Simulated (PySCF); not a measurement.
An unknown shows these calculated signals:

¹H NMR (400 MHz, computed): δ 6.87 (t, J = 82.2 Hz, 1H), 4.76 (br, 1H).

¹³C{¹H} NMR (computed): δ 131.8 (C, q, J = 335.6 Hz), 120.9 (CH, t, J = 326.6 Hz).

[PySCF 2.14: shieldings: GIAO PBE/pcSseg-1; coordinates at the PBE0-D3(BJ)/def2-SVP level; J: B3LYP/pcJ-1 (spin–dipole term only in couplings to heteroatoms); a single conformation; non-relativistic Hamiltonian; rapidly exchanging positions averaged; in vacuum]

Scale: ¹H (31.20 ppm) and ¹³C (180.03 ppm) against TMS (reference shieldings calculated alike).

Q: Which of these does the molecule contain: an amide, a CF3 group, an NH or NH2 group, an S-methyl group?

A: 
- An amide: no.
- A CF3 group: yes (δC 131.8).
- An NH or NH2 group: no.
- An S-methyl group: no.

The data belong to `InChI=1S/C2H2BF5O2/c4-1(5)9-3-10-2(6,7)8/h1,3H`; they needn't prove each group on their own.

Carbon signals by region: 2 in the sp2 and nitrile region (100–160 ppm).

Hydrogens on boron are broadened and split by ¹¹B (spin 3/2, 80 %) and 10B (spin 3). C–F couplings over four or more bonds (about 3 Hz to the para carbon of a fluoroarene) are left out. Common functionals overestimate the size of one-bond C–F couplings by tens of Hz; these are unscaled. Splittings below 1 Hz are ignored in the labels, and close J values are merged. Shifts are as computed. Against solution values, carbons near 30 ppm lie about +2 ppm off and those near 130 ppm about +2 ppm. Of 1211 compounds with measured shifts, 218 miss one by over three times the rms of a fit or turn the order of signals round; such compounds aren't used in these exercises.
